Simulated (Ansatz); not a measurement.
C3H11AlOSi (SMILES C[SiH2][O][Al]([CH3])[CH3]), singlet, geometry from GFN2-xTB (such geometries of metal compounds can be far from the true shape); Ansatz (a program for electronic structure) with MP2/6-31G.

Ansatz was given this input:
Ansatz 0.2 input:
```yaml
crystal:
  periodic: [false, false, false]
  atoms:
    - {symbol: Si, position_ang: [1.75018957, 0.61408539, 0.70229525]}
    - {symbol: C, position_ang: [2.94087217, -0.35312748, -0.41500780]}
    - {symbol: O, position_ang: [0.21544010, 0.25607943, 0.28497333]}
    - {symbol: Al, position_ang: [-1.35012267, -0.16239179, -0.18291573]}
    - {symbol: C, position_ang: [-1.62389686, -2.07234665, -0.69012136]}
    - {symbol: C, position_ang: [-2.68666579, 1.31735493, -0.16055018]}
    - {symbol: H, position_ang: [1.90589193, 0.22135447, 2.10774304]}
    - {symbol: H, position_ang: [1.91563042, 2.06066608, 0.52082698]}
    - {symbol: H, position_ang: [2.79173160, -1.42567306, -0.32220984]}
    - {symbol: H, position_ang: [2.80286531, -0.09435909, -1.46178004]}
    - {symbol: H, position_ang: [3.97343145, -0.13926105, -0.15605602]}
    - {symbol: H, position_ang: [-0.99046453, -2.35460340, -1.53663453]}
    - {symbol: H, position_ang: [-2.65518434, -2.29817636, -0.96761708]}
    - {symbol: H, position_ang: [-1.35252232, -2.74392842, 0.13013442]}
    - {symbol: H, position_ang: [-2.39053363, 2.13043880, -0.83014528]}
    - {symbol: H, position_ang: [-2.77111154, 1.76036862, 0.83636846]}
    - {symbol: H, position_ang: [-3.68617174, 0.99715077, -0.46056971]}
basis:
  gaussian:
    orbitals: 6-31G
magnetization: {spin_polarized: false}
correlation: {method: mp2}
```

It wrote (shortened):

```
Functional definition: HF
1086 factors; integrals over basis functions are off by at most 2.1e-4 eV
mean field evaluation 1: about -19741.9730 eV, gradient 4.7e1 eV
mean field evaluation 2: about -19741.9754 eV, gradient 4.7e1 eV
mean field evaluation 4: about -19746.7744 eV, gradient 4.2e0 eV
mean field evaluation 8: about -19746.8242 eV, gradient 1.0e-4 eV
mean field -19746.82421620 eV, -725.6824050673 hartree, gradient 7.4e-6 eV, S^2 0.000000; 0 other end points of the search recorded, 0 dependent functions left out
14 core orbitals not correlated
reference -19746.82421620 eV, -725.6824050673 hartree; 18, 18 occupied and 52, 52 virtual orbitals, 1086 factors
second order -13.05515419 eV of doubles, -0.00000000 eV of singles
Total energy: -19759.87937039 eV, -726.1621731346 hartree
```
